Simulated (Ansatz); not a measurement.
Reaction (formal exchange of groups at a B–F bond): `CSB(O)F` + `CF` → `CSB(O)CF` + H–F

Computed with Ansatz on PBE0-D4/def2-TZVP structures; ΔE is electronic, products minus reactants. CCSD(T)/CBS is the MP2 limit (def2-TZVPP, def2-QZVPP) plus CCSD(T) − MP2 in def2-TZVPP, frozen cores. This one scheme is used for every species. DFT in def2-TZVPP. B3LYP here is the variant with VWN-RPA as its local correlation; programs differ in this. Each species was taken in one conformer, which may not be the lowest.

`CSB(O)F`:

Cartesian coordinates in Å:
```
C 0.698 -0.208 -1.318
S 0.639 -1.220 0.182
B -0.415 -0.213 1.236
O -0.929 0.969 0.820
F -0.685 -0.666 2.464
H 1.330 -0.739 -2.028
H -0.297 -0.085 -1.739
H 1.131 0.768 -1.107
H -1.472 1.393 1.491
```

`CF`:

```xyz
5

C    -0.056   -0.025    0.001
F     1.198    0.542   -0.019
H    -0.806    0.767   -0.042
H    -0.174   -0.599    0.923
H    -0.163   -0.685   -0.863
```

`CSB(O)CF`:

Z-matrix (Å, degrees):
```
C
S 1 1.809
H 1 1.089 2 106.7
H 1 1.089 2 111.3 3 118.4
H 1 1.089 2 111.3 3 -118.4
B 2 1.811 1 104.2 3 179.7
C 6 1.579 2 121.6 1 -0.1
O 6 1.353 2 119.8 1 179.9
F 7 1.383 6 112.7 2 179.8
H 7 1.098 6 110.8 2 58.6
H 7 1.098 6 110.8 2 -59.1
H 8 0.961 6 114.8 2 -0.0
```

H–F:

Z-matrix (Å, degrees):
```
F
H 1 0.920
```

| level | ΔE (kcal/mol) | difference from CCSD(T)/CBS |
| --- | --- | --- |
| PBE-D4 | 32.9 | -1.0 |
| r2SCAN-D4 | 35.6 | 1.7 |
| PBE0-D4 | 33.8 | -0.1 |
| B3LYP-D4 | 35.8 | 1.9 |
| ωB97X-V | 35.5 | 1.6 |
| ωB97M-V | 35.3 | 1.4 |
| B2PLYP | 36.8 | 2.9 |
| PBE | 34.1 | 0.2 |
| r2SCAN | 36.0 | 2.1 |
| PBE0 | 34.9 | 1.0 |
| B3LYP | 37.7 | 3.8 |
| HF/def2-TZVPP | 41.9 | 8.0 |
| MP2/def2-TZVPP | 34.5 | 0.6 |
| SCS-MP2/def2-TZVPP | 35.9 | 2.0 |
| CCSD/def2-TZVPP | 35.8 | 1.9 |
| CCSD(T)/def2-TZVPP | 34.9 | 1.0 |
| HF/def2-QZVPP | 42.0 | 8.1 |
| MP2/def2-QZVPP | 34.0 | 0.1 |
| SCS-MP2/def2-QZVPP | 35.4 | 1.5 |
| HF/CBS(def2) | 42.0 | 8.1 |
| MP2/CBS(def2) | 33.5 | -0.4 |
| CCSD/CBS(def2) | 34.8 | 0.9 |
| CCSD(T)/CBS | 33.9 | 0 |

Largest T1 diagnostic among the species: 0.012.

In def2-TZVPP, CCSD(T) changes the Hartree–Fock value by −7.0 kcal/mol (the triples alone add −0.9 kcal/mol) and MP2 by −7.4 kcal/mol. The D4 term adds −1.9 kcal/mol with B3LYP and −1.1 kcal/mol with PBE0; it sums over pairs of atoms, weighted by their polarisabilities, and B3LYP, whose exchange is more repulsive, gets the larger term. From PBE to PBE0 (25 % exact exchange), in def2-TZVPP and without D4, ΔE moves by +0.8 kcal/mol.
